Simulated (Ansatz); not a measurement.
```tsv
atom	x (Å)	y (Å)	z (Å)
C	-0.1266	-0.0391	0.0023
H	1.1025	0.0917	-0.0868
H	-0.5396	0.9843	0.1014
H	-0.5222	-0.9216	-0.0553
```

Basis set: cc-pVDZ (spherical functions). Left uncorrelated: 1 orbital. Charge 0, multiplicity 2.

Computed with Ansatz (development build ahead of 0.2.0); each method stands on the lowest determinant of its kind that the runs found.

The atomization energy at this shape (free ground-state atoms in the same class of orbitals less the molecule, no zero-point energy) of doublet CH3:

| method | atomization energy |
| --- | --- |
| UHF | 9.53 eV |

Q: What does UHF-MP2 give?

A: 11.58 eV. Caution for UHF-MP2: bonds are stretched, where a single reference can fail.
